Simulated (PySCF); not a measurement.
# The second ionisation energy along the 4p block

All values are computed (PySCF 2.14, energy differences of UHF-based or UKS calculations, no spin-orbit coupling). Values in eV. The last column holds reference values (NIST; (s) semi-empirical, (t) theoretical, else measured). Unmarked ones compare directly (S terms, centres of terms, or small fine structure); those marked * lie between the lowest fine-structure levels and include a spin-orbit shift.

| element | configurations | UHF | SCS-MP2 (valence) | CCSD(T) (valence) | MP2 (valence and next inner shell) | SCS-MP2 (valence and next inner shell) | CCSD (valence and next inner shell) | reference |
| --- | --- | --- | --- | --- | --- | --- | --- | --- |
| Ga (x2c-TZVPPall with one added diffuse shell each of s, p, d type, spin-free X2C) | [Ar] 3d10 4s2 → [Ar] 3d10 4s1 | 18.743 | 19.601 | 19.745 | 19.958 | 20.012 | 20.102 | 20.515 |
| Ge (x2c-TZVPPall with one added diffuse shell each of s, p, d type, spin-free X2C) | [Ar] 3d10 4s2 4p1 → [Ar] 3d10 4s2 | 15.200 | 15.427 | 15.535 | 15.579 | 15.523 | 15.608 | 15.789 |
| Se (x2c-TZVPPall with one added diffuse shell each of s, p, d type, spin-free X2C) | [Ar] 3d10 4s2 4p3 → [Ar] 3d10 4s2 4p2 | 20.840 | 21.192 | 21.336 | 21.422 | 21.244 | 21.348 | 21.196 ± 0.01 * |
| Br (x2c-TZVPPall with one added diffuse shell each of s, p, d type, spin-free X2C) | [Ar] 3d10 4s2 4p4 → [Ar] 3d10 4s2 4p3 | 20.238 | 20.997 | n/a | 20.990 | 21.036 | 21.076 | 21.409 |
| Kr (x2c-TZVPPall with one added diffuse shell each of s, p, d type, spin-free X2C) | [Ar] 3d10 4s2 4p5 → [Ar] 3d10 4s2 4p4 | 23.237 | 24.058 | 24.096 | 24.119 | 24.094 | 24.090 | 24.360 * |

Fill in the row of As (x2c-TZVPPall with one added diffuse shell each of s, p, d type, spin-free X2C) ([Ar] 3d10 4s2 4p2 → [Ar] 3d10 4s2 4p1).

UHF 17.936; SCS-MP2 (valence) 18.236; CCSD(T) (valence) 18.369; MP2 (valence and next inner shell) 18.430; SCS-MP2 (valence and next inner shell) 18.318; CCSD (valence and next inner shell) 18.416; reference 18.589 * (eV).

"Valence" correlates the outer s and p shells and, in groups 3 to 12 and the f block, the outer d or f shell, open or full, or the next shell where the ion has no valence electron left; the wider scheme adds the next inner shell.
